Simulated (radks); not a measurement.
Problem. The mean radii <r> (bohr) of the occupied orbitals of an atom or ion are listed with their occupations. All-electron calculation, scalar-relativistic Kohn-Sham, LDA (Slater exchange, VWN5 correlation), spin-polarised, spherical densities, point nucleus. Program: a radial shooting solver on a logarithmic mesh with Libxc functionals.

| orbital | occ. | <r> |
|---|---|---|
| 1s up | 1 | 0.01659 |
| 1s down | 1 | 0.01659 |
| 2s up | 1 | 0.06995 |
| 2s down | 1 | 0.06995 |
| 2p up | 3 | 0.06330 |
| 2p down | 3 | 0.06330 |
| 3s up | 1 | 0.1808 |
| 3s down | 1 | 0.1808 |
| 3p up | 3 | 0.1822 |
| 3p down | 3 | 0.1822 |
| 3d up | 5 | 0.1651 |
| 3d down | 5 | 0.1651 |
| 4s up | 1 | 0.3994 |
| 4s down | 1 | 0.3994 |
| 4p up | 3 | 0.4256 |
| 4p down | 3 | 0.4256 |
| 4d up | 5 | 0.4486 |
| 4d down | 5 | 0.4486 |
| 4f up | 7 | 0.4795 |
| 4f down | 7 | 0.4795 |
| 5p up | 3 | 1.012 |
| 5p down | 3 | 1.012 |
| 5d up | 5 | 1.315 |
| 5d down | 5 | 1.310 |
| 6d up | 2 | 3.899 |

Name the element and its charge. Open shells, if any, are filled with parallel spins first.

Solution. Z = 80, mercury, charge +2: Hg2+ in [Kr] 4d10 4f14 5p6 5d10 6d2. The 1s radius gives Z: for a bare nucleus <r> = (2 gamma + 1)/(2Z) with gamma = sqrt(1 - (Z/c)^2), 0.0164 bohr for Z = 80, and screening makes it slightly larger (0.01659 here). The occupations add up to 78, and the charge is Z minus that.
